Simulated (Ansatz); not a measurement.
A structure relaxed at PBE-D4/def2-SVP in Ansatz, charge 0, singlet:

Cartesian coordinates in Å:
```
Cd -1.1020 0.7298 1.0679
H -2.1830 1.3416 2.2127
N 1.1138 0.7197 0.6445
Cd 1.1064 -0.9427 -0.8800
H 2.1964 -1.9770 -1.6520
N -1.1168 -0.5764 -0.7709
H 1.7305 0.5843 1.4597
H 1.4402 1.6146 0.2460
H -1.4724 -0.0776 -1.6022
H -1.7131 -1.4164 -0.7255
```

Task: Give its formula, name or SMILES and point group.

Result: (HCd-mu-NH2)2 (Cd2N2H6). Point group C2v (tolerance 0.1 Å).

Task: Summarise the bond lengths by kind (pairs closer than 1.2 times the sum of covalent radii, bridged metal pairs left out).

Result: 4 × Cd–N 2.26 Å; 4 × H–N 1.03 Å; 2 × Cd–H 1.69 Å.

In the def2 sets Cd takes a core potential; there is no spin–orbit coupling.
